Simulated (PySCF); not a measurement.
## Electron correlation in P (phosphorus, neutral)

[Ne] 3s2 3p3, high-spin 4S determinant. Computed with PySCF 2.14 in x2c-QZVPPall with one added diffuse shell each of s, p, d, f type (10s7p5d3f1g, 86 functions), with the spin-free X2C one-electron Hamiltonian (Gaussian nucleus). Frozen: [Ne]; 5 electrons correlated.

| level | correlation energy (mhartree) |
| --- | --- |
| CCSD | -105.40 |
| (T) | -4.61 |
| CCSD(T) | -110.01 |

Diagnostics: T1 = 0.0052, D1 = 0.0106, largest double amplitude 0.037.

Cost of the coupled-cluster step: roughly 18 core-seconds, for 5 correlated electrons.
